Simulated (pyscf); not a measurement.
`[GeH3][BiH2]`, singlet

Gas-phase minimum from PySCF at ωB97X-D3(BJ)/def2-SVP, one conformer. 

```
Ge
H 1 1.5357
H 1 1.5391 2 108.76
H 1 1.5391 2 108.75 3 -117.46
Bi 1 2.6556 2 112.41 4 -121.27
H 5 1.7851 1 90.23 2 45.12
H 5 1.7851 6 90.74 1 90.22
```

Properties at ωB97X-D3(BJ)/def2-SVP:

```json
{
 "harmonic_wavenumbers_unscaled": "111, 218, 380, 398, 578, 596, 802, 814, 907, 907, 1873, 1880, 2169, 2173, 2185 cm⁻¹",
 "zero_point_energy": "22.9 kcal/mol",
 "rotational_symmetry_number": "1",
 "Entropy of this conformer at 298 K and 1 atm, rigid rotor and harmonic oscillator, modes under 100 cm⁻¹ raised to 100": "325.4 J/(mol K)",
 "dipole_moment": "0.86 D"
}
```

Single-point totals, which compare only within one level (frozen core for MP2 and CC):

| level | total energy (hartree) |
|---|---|
| ωB97X-D3(BJ)/def2-TZVP | -2294.67043 |
| PBE/def2-TZVP | -2294.32848 |
| r²SCAN/def2-TZVP | -2294.71661 |
| B3LYP-D3(BJ)/def2-TZVP | -2294.76804 |
| PBE0-D3(BJ)/def2-TZVP | -2294.36777 |
| M06-2X/def2-TZVP | -2294.47256 |
| ωB97M-D3(BJ)/def2-TZVP | -2294.66102 |
| HF/def2-TZVPP | -2291.81531 |
| MP2/def2-TZVPP | -2292.53292 |
| CCSD/def2-TZVPP | -2292.52873 |
| CCSD(T)/def2-TZVPP | -2292.54937 |

Soft torsions are taken as harmonic, which can shift the entropy by several J/(mol K). The CCSD(T) − MP2 part came from Ansatz, without density fitting, on the same reference. The frozen core leaves the outer d or s,p core shells of the metals and heavy elements correlated in the MP2 and CC values, and def2-TZVPP describes them poorly, so these totals are far from the basis limit. Elements up to Kr have no core potential and no relativistic terms here. Elements past Kr carry the def2 core potentials, without spin-orbit coupling.
